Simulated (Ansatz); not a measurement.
Born–Oppenheimer molecular dynamics of BFH2O2 (6 atoms, charge 0, multiplicity 1). It starts from a relaxed structure.

Computed with RKS PBE-D4/6-31G* (Ansatz).

```json
{"ensemble": "NVT, Langevin thermostat", "time step": "0.5 fs", "steps asked": "300", "set temperature": "400 K", "friction": "0.005 /fs", "seed": "932307"}
```

First frame:

```xyz
6
Properties=species:S:1:pos:R:3
B 0.052 -0.203 0.050
F -0.201 0.176 1.318
O 1.355 -0.247 -0.362
H 1.397 -0.535 -1.294
O -0.976 -0.537 -0.804
H -1.837 -0.452 -0.354
```

Problem. What does the run give?

Solution. The run went to its last step.

```
steps done                                               : 300
time covered                                             : 150 fs
mean temperature over the second half                    : 257 K
spread of the potential energy over the second half      : 6.0 meV per atom
mean potential energy of the second half above the start : 17.0 meV per atom
```

The mean temperature of the second half is 36 % below the set value. A run of 0.15 ps of so small a system gives no equilibrium averages.

Problem. What happens to the structure?

Solution. The same pairs are bonded in the first frame and the last. Pairs count as bonded within 1.25 times the sum of covalent radii (0.12 Å more for H–H). This is one draw of velocities; another would differ in detail.

Problem. How do temperature and energy run in time?

Solution. 
| time (fs) | T (K) | potential energy less start (eV) |
| --- | --- | --- |
| 0.0 | 333 | 0.000 |
| 5.0 | 267 | 0.062 |
| 10.0 | 192 | 0.133 |
| 15.0 | 164 | 0.143 |
| 20.0 | 212 | 0.123 |
| 25.0 | 253 | 0.081 |
| 30.0 | 209 | 0.085 |
| 35.0 | 188 | 0.097 |
| 40.0 | 138 | 0.105 |
| 45.0 | 223 | 0.057 |
| 50.0 | 304 | 0.030 |
| 55.0 | 216 | 0.076 |
| 60.0 | 173 | 0.115 |
| 65.0 | 239 | 0.100 |
| 70.0 | 320 | 0.054 |
| 75.0 | 290 | 0.045 |
| 80.0 | 225 | 0.062 |
| 85.0 | 145 | 0.097 |
| 90.0 | 198 | 0.087 |
| 95.0 | 274 | 0.086 |
| 100.0 | 347 | 0.057 |
| 105.0 | 405 | 0.036 |
| 110.0 | 256 | 0.121 |
| 115.0 | 183 | 0.178 |
| 120.0 | 206 | 0.164 |
| 125.0 | 316 | 0.110 |
| 130.0 | 286 | 0.105 |
| 135.0 | 271 | 0.112 |
| 140.0 | 270 | 0.121 |
| 145.0 | 257 | 0.120 |
| 150.0 | 312 | 0.067 |

Time of the run: 3.9 min on 1 thread of Intel(R) Xeon(R) Platinum 8488C (Sapphire Rapids) (shared host), peak memory 0.12 GiB.
